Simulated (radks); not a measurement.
The numbers below are computed, except where a source is named.
Charge is removed step by step from the 2p level of Ti, starting from [Ar] 3d2 4s2. Level of theory: non-relativistic Kohn-Sham, PBE, spin-unpolarised, spherical densities, point nucleus (a radial shooting solver on a logarithmic mesh with Libxc functionals).

removed (e)  E - E(0) (eV)  eigenvalue (eV)  E minus straight line (eV)
0                    0.000          -443.43                       0.000
0.25                112.34          -455.36                      -4.640
0.5                 227.71          -467.68                      -6.248
0.75                346.21          -480.36                      -4.730
1                   467.92          -493.37                       0.000

Removing the whole electron costs 467.92 eV by Delta-SCF, against 443.43 eV from minus the eigenvalue at the starting occupation. Slater's transition state (half an electron removed) gives 467.68 eV. Integrating minus the eigenvalue over the occupation (Janak's theorem) gives 467.92 eV. The mean slope of the eigenvalue, de/dn, is 49.9 eV per electron.
